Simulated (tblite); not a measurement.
C7H15OP.
Geometry (GFN2-xTB, Å), atoms numbered from 1 in this order:
```xyz
24
C7H15OP angstrom
C     -2.3572   -0.8633    1.0796
O     -1.3968    0.1097    0.7739
C     -0.7774   -0.0358   -0.4892
C      0.2858   -1.1365   -0.4868
C      1.4084   -0.6836    0.4546
C      2.7594   -1.2768    0.0692
P      1.4403    1.2083    0.4160
C     -0.0085    1.2593   -0.7715
C     -0.8447    2.5225   -0.6337
H     -2.7816   -0.5830    2.0425
H     -3.1530   -0.8858    0.3240
H     -1.9229   -1.8663    1.1609
H     -1.5459   -0.2231   -1.2585
H     -0.1257   -2.0972   -0.1743
H      0.6700   -1.2482   -1.5026
H      1.1696   -0.9809    1.4802
H      3.0542   -0.9415   -0.9236
H      2.7128   -2.3650    0.0672
H      3.5262   -0.9657    0.7754
H      0.6307    1.3699    1.5443
H      0.3980    1.2011   -1.7898
H     -1.3115    2.5506    0.3476
H     -0.2164    3.4034   -0.7507
H     -1.6253    2.5478   -1.3928
```

Calculated harmonic vibrations of the isolated species, GFN2-xTB (tblite), most abundant isotopes, no scaling. The method is semi-empirical: single wavenumbers can be off by several per cent or more. Modes of hydrogen on phosphorus can be 10 to 20 % off. One conformer, not necessarily the lowest.

Harmonic wavenumbers (cm⁻¹): 52.2, 72.5, 117.0, 182.8, 197.5, 211.4, 219.3, 228.9, 297.7, 306.7, 360.8, 418.3, 424.2, 539.1, 634.2, 656.3, 682.4, 835.7, 844.9, 883.5, 891.4, 949.7, 963.2, 1013.6, 1027.9, 1048.6, 1081.0, 1095.8, 1107.4, 1120.1, 1133.8, 1141.4, 1148.6, 1180.1, 1222.0, 1238.9, 1252.9, 1271.5, 1297.9, 1311.9, 1325.9, 1401.0, 1409.6, 1410.5, 1469.6, 1485.7, 1486.2, 1491.4, 1493.8, 1496.2, 1498.8, 2279.6, 2821.1, 2894.0, 2895.0, 2922.2, 2930.5, 2973.5, 2986.6, 3010.9, 3011.6, 3021.0, 3021.3, 3024.5, 3032.6, 3044.7.

A = 1731, B = 1217, C = 860.8 MHz; mass 146.086 u (most abundant isotopes); point group C1, symmetry number 1.

Zero-point energy?

Half the sum of the wavenumbers: 45250 cm⁻¹ = 129.38 kcal/mol.

Give the ideal-gas entropy at 400 K and 1 bar in the rigid-rotor, harmonic-oscillator model (classical rotation).

Translation 42.33, rotation 30.44, vibration 43.61: S = 116.4 cal/(mol K).

And Cp and H(400 K) − H(0)?

Cp = 55.51 cal/(mol K), of which vibrations give 47.56 (their classical limit is 66 R = 131.2); H(400 K) − H(0) = 12.51 kcal/mol without the zero-point energy, 9.33 from vibrations.

Blend soft modes into free rotors: weight 1/[1 + (100 cm⁻¹/ν̃)⁴] for the oscillator and the rest for a rotor with moment μB/(μ + B), μ = h/(8π²ν), B = 10⁻⁴⁴ kg m². What vibrational entropy results?

40.96 cal/(mol K) in place of 43.61, which changes −T·S at 400 K by +1.06 kcal/mol.

How do the functions run with temperature in this model?

```json
{"T (K)": "50", "S (cal/(mol K))": "59.0", "Cp (cal/(mol K))": "12.8", "H − H(0) (kcal/mol)": "0.49", "G − H(0) (kcal/mol)": "-2.46", "ln q(vib)": "0.43"}
{"T (K)": "100", "S (cal/(mol K))": "70.1", "Cp (cal/(mol K))": "19.9", "H − H(0) (kcal/mol)": "1.31", "G − H(0) (kcal/mol)": "-5.69", "ln q(vib)": "1.58"}
{"T (K)": "298.15", "S (cal/(mol K))": "102.0", "Cp (cal/(mol K))": "42.8", "H − H(0) (kcal/mol)": "7.50", "G − H(0) (kcal/mol)": "-22.92", "ln q(vib)": "7.23"}
{"T (K)": "373.15", "S (cal/(mol K))": "112.6", "Cp (cal/(mol K))": "52.2", "H − H(0) (kcal/mol)": "11.07", "G − H(0) (kcal/mol)": "-30.97", "ln q(vib)": "9.42"}
{"T (K)": "500", "S (cal/(mol K))": "130.0", "Cp (cal/(mol K))": "66.8", "H − H(0) (kcal/mol)": "18.64", "G − H(0) (kcal/mol)": "-46.37", "ln q(vib)": "13.15"}
{"T (K)": "750", "S (cal/(mol K))": "161.4", "Cp (cal/(mol K))": "87.8", "H − H(0) (kcal/mol)": "38.16", "G − H(0) (kcal/mol)": "-82.88", "ln q(vib)": "20.47"}
{"T (K)": "1000", "S (cal/(mol K))": "188.7", "Cp (cal/(mol K))": "101.8", "H − H(0) (kcal/mol)": "61.97", "G − H(0) (kcal/mol)": "-126.71", "ln q(vib)": "27.48"}
```

q(vib) and H(0) count from the zero-point level.

Which modes carry the vibrational entropy at 400 K?

52.2 cm⁻¹: 5.31; 72.5 cm⁻¹: 4.66; 117.0 cm⁻¹: 3.72; 182.8 cm⁻¹: 2.86; 197.5 cm⁻¹: 2.71; 211.4 cm⁻¹: 2.58 cal/(mol K); the other 60 give 21.77 together.

What must be added to the electronic energy to get the Gibbs energy at 400 K and 1 bar?

ZPE + [H(400 K) − H(0)] − T·S = 129.38 + 12.51 − 46.55 = 95.34 kcal/mol.

Hindered rotation and anharmonicity are outside this model. Other conformers, if any are populated, would add a mixing term that is left out. The structure is chiral; the term R ln 2 for an equal mix with its mirror image is left out.
